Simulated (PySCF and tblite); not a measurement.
Values are calculated unless marked as measured or tabulated.
System: C₂H₈OSSi, numbered as in [CH3:1][CH2:2][S@:3](=[O:4])[SiH3:5].

Motion: rotation about the C2–S3 bond (torsion C1–C2–S3–O4 from 44° to 171°, rising). GFN2-xTB gives an electronic barrier of 2.9 kcal/mol and a reaction energy of 0.6 kcal/mol.

Question: What does PBE0/pcSseg-1 + D3(BJ) give on GFN2-xTB geometries?

Answer: A barrier of 5.0 kcal/mol, 2.1 above the tight-binding barrier (from unrounded values), a reaction energy of 1.6 kcal/mol and, with GFN2-xTB thermal terms, ΔG‡(298 K) = 5.4 kcal/mol and k = 6.5×10⁸ s⁻¹ (1 equivalent path).

Programs: tblite and PySCF.
